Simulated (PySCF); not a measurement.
Geometries of 2 isomers of CH9BNP, from PBE0-D3(BJ)/def2-SVP geometry optimisation, gas phase in PySCF 2.14.0. One conformer each, no zero-point energy, no frequencies.

Problem. Which isomer lies lower at this level?
A.
```xyz
13
angstrom
C      0.134    1.504   -0.478
B      0.132    0.200    0.460
N     -1.115   -0.759   -0.018
P      1.713   -1.007    0.414
H     -0.804    2.089   -0.420
H      0.316    1.275   -1.545
H      0.942    2.185   -0.167
H     -0.112    0.420    1.643
H     -1.130   -1.620    0.531
H     -1.031   -1.021   -1.003
H     -2.010   -0.281    0.101
H      2.270   -0.653   -0.858
H      2.594   -0.164    1.150
```
B.
```xyz
13
angstrom
C     -1.438    0.560    0.562
N     -0.152    0.488   -0.139
B      1.016   -0.321    0.654
P      2.510   -0.471   -0.638
H     -1.793   -0.462    0.746
H     -1.280    1.046    1.533
H     -2.187    1.118   -0.018
H     -0.261    0.044   -1.056
H      0.191    1.430   -0.339
H      1.232    0.316    1.674
H      0.551   -1.433    0.866
H      3.429    0.494   -0.122
H      3.175   -1.582   -0.045
```

Solution. A. That is `C[B@@H-]([NH3+])P`, 11.5 kcal/mol below the other.

```
           SMILES            atoms numbered as above      E (Eh)  relative (kcal/mol)  relative (kJ/mol)  dipole (D)
C[B@@H-]([NH3+])P  [CH3:1][B@@H-:2]([NH3+:3])[PH2:4]  -464.02660                  0.0                0.0        5.35
   C[NH2+][BH2-]P     [CH3:1][NH2+:2][BH2-:3][PH2:4]  -464.00827                 11.5               48.1        5.53
```
